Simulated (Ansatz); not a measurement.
**CCSD(T) forces**

AlAsH₃F (SMILES [F][AlH][AsH2]), singlet, displaced at random from a GFN2-xTB minimum.

```xyz
6
angstrom
F -0.4259 -1.6328 1.2217
Al -0.4689 -0.7497 -0.1722
As -0.1844 1.6409 -0.0875
H -0.7845 -1.6624 -1.3837
H 1.3033 1.2313 -0.6715
H 0.4610 1.2525 1.4159
```

Program: Ansatz 0.2.0. Basis: def2-TZVPP. Cores are frozen in the correlated methods. Filled d shells of the heavier atoms are correlated. The def2 sets are not built for correlating such inner shells, so the correlated values are less sure here.

CCSD(T) forces from the calculation:
```tsv
atom	Fx	Fy	Fz (eV/Å)
F1	0.062	0.067	0.216
Al2	-0.149	-0.134	0.183
As3	2.338	-0.894	1.284
H4	0.004	-0.037	-0.433
H5	-1.413	0.424	0.357
H6	-0.842	0.574	-1.607
```

Which atom feels the largest CCSD(T) force, and how large is it?

As3, 2.81 eV/Å, along (0.83, -0.32, 0.46).

Root-mean-square difference of the force components from those of CCSD(T): PBE0-D4 0.033; wB97M-V 0.062; r2SCAN-D4 0.028; PBE-D4 0.207; CAM-B3LYP-D4 0.072; BHLYP-D4 0.174 eV/Å.

T1 diagnostic: at most 0.013. These are differences at one structure, and CCSD(T) in triple zeta is itself an approximation.

For scale, one of the runs: CCSD(T)/def2-TZVPP forces, 163 basis functions (an equivalent command: `ansatz run in.yaml --threads 4`). Hardware: 4 CPU threads, shared host. Wall time 2.2 min; peak host memory 2.2 GiB.
